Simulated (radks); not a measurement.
The promethium ion Pm2+, configuration [Xe] 4f(up 4.5, down 0.5) (fractional occupations, a model configuration). All-electron calculation, scalar-relativistic Kohn-Sham, SCAN, spin-polarised, spherical densities, finite nucleus; meta-GGA in the generalised Kohn-Sham scheme; Fermi nuclear charge, rms radius 4.962 fm. Program: a radial shooting solver on a logarithmic mesh with Libxc functionals.

X-ray form factor f0, the Fourier transform of the density (f0(0) = 59):

| sin(theta)/lambda (1/angstrom) | f0 (electrons) |
|---|---|
| 0.05 | 58.255 |
| 0.1 | 56.185 |
| 0.15 | 53.202 |
| 0.2 | 49.789 |
| 0.25 | 46.347 |
| 0.3 | 43.123 |
| 0.4 | 37.629 |
| 0.5 | 33.234 |
| 0.6 | 29.571 |
| 0.8 | 23.803 |
| 1 | 19.847 |
| 1.25 | 16.719 |
| 1.5 | 14.514 |
| 2 | 10.740 |
